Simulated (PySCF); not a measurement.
C₆ coefficients of unlike pairs at BHandHLYP

Calculated with PySCF 2.14 from the dipole response of each species, C₆(A,B) = (3/π) ∫ α_A(iu) α_B(iu) du, in atomic units, from isotropic polarisabilities. For ions this is the dispersion term alone; charge-induced terms of lower order in 1/R come first.

```
species       configuration                                                                      basis     relativity  α (bohr³)  C₆ (like pair)
   As³⁺  [Ar] 3d10 4s2 (1S)  x2c-TZVPPall with one added diffuse shell each of s, p, d type (7s6p5d1f)  spin-free X2C      7.002           21.00
    F²⁺   [He] 2s2 2p3 (4S)                                                 aug-cc-pwCVQZ (9s8p6d4f2g)           none      1.216           1.526
     C⁺   [He] 2s2 2p1 (2P)  x2c-TZVPPall with one added diffuse shell each of s, p, d type (6s4p3d1f)  spin-free X2C      6.021           14.27
    S³⁺   [Ne] 3s2 3p1 (2P)                                                    dyall-av3z (19s12p3d2f)           none      5.366           14.25
```

Estimate C₆ for S³⁺ with As³⁺.

The integral gives 17.26. The combination rule 2 C_A C_B / (C_A α_B/α_A + C_B α_A/α_B) gives 17.26 and the geometric mean 17.30.

No spin-orbit coupling is included.

The other pairs:

```
     pair     C₆
 S³⁺, F²⁺  4.310
 C⁺, As³⁺  17.30
  C⁺, F²⁺  4.194
F²⁺, As³⁺  5.146
  S³⁺, C⁺  14.20
```
